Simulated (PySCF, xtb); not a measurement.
WOSFCl, SMILES [O]=[W]([F])(=[S])[Cl], multiplicity 1.

Harmonic wavenumbers (cm⁻¹) from GFN2-xTB (xtb) at its own minimum, in rising order: 108, 131, 154, 183, 203, 351, 434, 518, 882.

**Question.** What does B3LYP-D3(BJ)/def2-SVP in PySCF 2.14.0 give at its own minimum? (Estimate from the structure and the level; the computed values follow.)

**Answer.** 138, 153, 189, 236, 281, 414, 554, 704, 1027. Paired by order, the mean absolute difference is 81 cm⁻¹ and the zero-point energies are 4.2 and 5.3 kcal/mol.
